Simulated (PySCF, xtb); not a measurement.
CaO₂, SMILES [O]1[O][Ca]1.

Harmonic wavenumbers (cm⁻¹) from GFN2-xTB run with xtb 6.7.1 at its own minimum, in rising order: 354, 386, 929.

Q: What does PBE-D3(BJ)/def2-TZVP (PySCF) give at its own minimum? (The exact figures need the calculation; the answer reports its results.)

A: 511, 606, 796. Paired by order, the mean absolute difference is 170 cm⁻¹ and the zero-point energies are 2.4 and 2.7 kcal/mol.
